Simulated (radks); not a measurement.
The numbers below are computed, except where a source is named.
The nuclear charge of the rhenium ion Re2+ is varied continuously with 73 electrons held in [Xe] 4f14 5d5. Level of theory: Dirac Kohn-Sham, BLYP, spin-unpolarised, spherical densities, finite nucleus; open shells are shared between the two j in proportion to 2j + 1; Fermi nuclear charge, rms radius 5.3698 fm (a radial shooting solver on a logarithmic mesh with Libxc functionals). By the Hellmann-Feynman theorem dE/dZ = E(electron-nucleus)/Z, the electronic potential at the nucleus (averaged over a nucleus of fixed radius).

[
 {"Z": "74.5", "E (hartree)": "-16438.0166", "E(electron-nucleus)/Z (hartree)": "-551.065", "HOMO": "5d5/2", "e(HOMO) (eV)": "-15.080", "<r> HOMO (bohr)": "1.939"},
 {"Z": "74.75", "E (hartree)": "-16576.1431", "E(electron-nucleus)/Z (hartree)": "-553.947", "HOMO": "5d5/2", "e(HOMO) (eV)": "-17.947", "<r> HOMO (bohr)": "1.874"},
 {"Z": "75", "E (hartree)": "-16714.9905", "E(electron-nucleus)/Z (hartree)": "-556.833", "HOMO": "5d5/2", "e(HOMO) (eV)": "-20.964", "<r> HOMO (bohr)": "1.817"},
 {"Z": "75.25", "E (hartree)": "-16854.5599", "E(electron-nucleus)/Z (hartree)": "-559.723", "HOMO": "5d5/2", "e(HOMO) (eV)": "-24.121", "<r> HOMO (bohr)": "1.765"},
 {"Z": "75.5", "E (hartree)": "-16994.8523", "E(electron-nucleus)/Z (hartree)": "-562.617", "HOMO": "5d5/2", "e(HOMO) (eV)": "-27.411", "<r> HOMO (bohr)": "1.718"},
 {"Z": "75.75", "E (hartree)": "-17135.8689", "E(electron-nucleus)/Z (hartree)": "-565.517", "HOMO": "5d5/2", "e(HOMO) (eV)": "-30.829", "<r> HOMO (bohr)": "1.675"},
 {"Z": "76", "E (hartree)": "-17277.6109", "E(electron-nucleus)/Z (hartree)": "-568.421", "HOMO": "5d5/2", "e(HOMO) (eV)": "-34.368", "<r> HOMO (bohr)": "1.636"}
]

The central difference of E at Z = 75 is -556.834 hartree, to compare with the third column; the second derivative is -11.6 hartree.
